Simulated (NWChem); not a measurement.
SiICl, singlet; SMILES Cl[Si]I

All runs: NWChem. Low-valent species are run as closed-shell singlets; no triplet was tried in these runs. Geometry: optimised at PBE0/def2-SVP. def2 effective core potentials on I; no spin-orbit coupling.

Estimate the computed values for PBE/def2-SVP. Quantities: highest occupied level (eV); orbital gap (eV); dipole (D).


```yaml
highest occupied level (eV): -6.29
orbital gap (eV): 2.52
dipole (D): 0.68
```
